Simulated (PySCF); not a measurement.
A series of substituents X on one scaffold: HS-X. Isolated molecules, 0 K electronic values unless said otherwise. One relaxed conformer stands for each flexible species; it need not be the lowest. Strings in code marks are SMILES.

Level of theory: PBE-D3(BJ)/def2-TZVP // B3LYP-D3(BJ)/def2-TZVP (PySCF). All candidates: neutral, multiplicity 1. Delta-SCF ions had no search for a lower state. Excitations are Tamm–Dancoff values on a coarser integration grid. The basis has no diffuse functions, so Rydberg states are missing or too high.

```yaml
T1 excitation (TDA): 4.18 eV
HOMO–LUMO gap: 4.43 eV
vertical ionisation energy (Delta-SCF): 8.50 eV
```

Question: Name which member has these values.
(A) `FC(F)(F)S`
(B) `CC#CS`
(C) `CNS` (C–N–S–H torsion 61°)
(D) `C#CS`

Answer: B, `CC#CS`. The others give `CNS` (C–N–S–H torsion 61°): 4.48 eV, 4.85 eV, 9.04 eV; `FC(F)(F)S`: 5.01 eV, 5.42 eV, 10.65 eV; `C#CS`: 4.26 eV, 4.53 eV, 9.19 eV
